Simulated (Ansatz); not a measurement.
One change: `CBCCF` becomes `FCC[SiH3]`.

Ansatz, PBE0-D4/def2-TZVP geometries, multiplicity 1. Each molecule was computed in one conformer, which needn't be the lowest.

| property | `CBCCF` |
| --- | --- |
| LUMO energy (B3LYP/def2-TZVPP) / eV | -1.16 |
| HOMO–LUMO gap (ωB97M-V/def2-TZVPP) / eV | 12.08 |
| LUMO energy (PBE0/def2-TZVPP) / eV | -0.92 |
| LUMO energy (PBE/def2-TZVPP) / eV | -1.94 |
| HOMO energy (PBE/def2-TZVPP) / eV | -7.21 |
| HOMO energy (ωB97M-V/def2-TZVPP) / eV | -11.06 |

Task: Give the same properties after the change, and the shifts. (An estimate is asked.)

Result: Ansatz gave: 
```tsv
property	`FCC[SiH3]`	shift
LUMO energy (B3LYP/def2-TZVPP) / eV	0.43	1.59
HOMO–LUMO gap (ωB97M-V/def2-TZVPP) / eV	13.28	1.20
LUMO energy (PBE0/def2-TZVPP) / eV	0.69	1.61
LUMO energy (PBE/def2-TZVPP) / eV	-0.11	1.83
HOMO energy (PBE/def2-TZVPP) / eV	-7.43	-0.22
HOMO energy (ωB97M-V/def2-TZVPP) / eV	-11.10	-0.04
```

With PBE0 the HOMO falls by 0.10 eV and the LUMO rises by 1.61 eV, so the gap widens by about 1.71 eV. PBE moves the HOMO by -0.22 eV and ωB97M-V by -0.04 eV.

B3LYP here is the variant with VWN-RPA as its local correlation; programs differ in this.
